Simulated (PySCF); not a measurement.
AlF3, charge -1, doublet, at a GFN2-xTB geometry (such geometries of metal compounds can be far from the true shape) (a state made from the parent by changing its charge; the spin is typed, not shown lowest) (in this run its highest filled SCF level lies above zero, so its values depend strongly on the basis, on diffuse functions most of all). Base run: R2SCAN/def2-SVP (PySCF).

Geometry (Å):
```xyz
4

Al     0.0000     0.0000     0.0000
F     -1.5034    -0.9357     0.0440
F      0.0053     1.6362    -0.6784
F      1.4981    -0.7005     0.6345
```
Charge -1, spin multiplicity 2.
Orbitals are unrestricted.
All else is at PySCF's defaults.
Base energy -541.68870 Eh.

Each row names what was changed in the base input (with any setting that the change needs).

```tsv
change	ΔE vs base (mEh)	SCF cycles	<S^2>	outcome
base	0.000	10	0.755	converged
init_guess = huckel	0.000	10	0.755	converged
init_guess = atom	0.000	10	0.755	converged
level_shift = 0.1 (with mf.max_cycle = 100)	0.000	10	0.755	converged
conv_tol_grad = 1e-3	0.000	10	0.755	converged
solver = newton; init_guess = 1e	0.000	-	0.755	converged
diis = off; damp = 0.3 (with mf.diis_start_cycle = 200; with mf.max_cycle = 150)	-	150	-	not converged
DIIS = EDIIS	-	50	-	not converged
level_shift = 1.0 (with mf.max_cycle = 100)	0.000	38	0.755	converged
damp = 0.5; diis_start_cycle = 5	0.000	10	0.755	converged
level_shift = 0.3 (with mf.max_cycle = 100)	0.000	16	0.755	converged
DIIS = ADIIS	0.000	12	0.755	converged
init_guess = mod_huckel	0.000	10	0.755	converged
```

Open shells are given as the SCF converged; they aren't shown to be the lowest states, and a large step between rows can be another state.
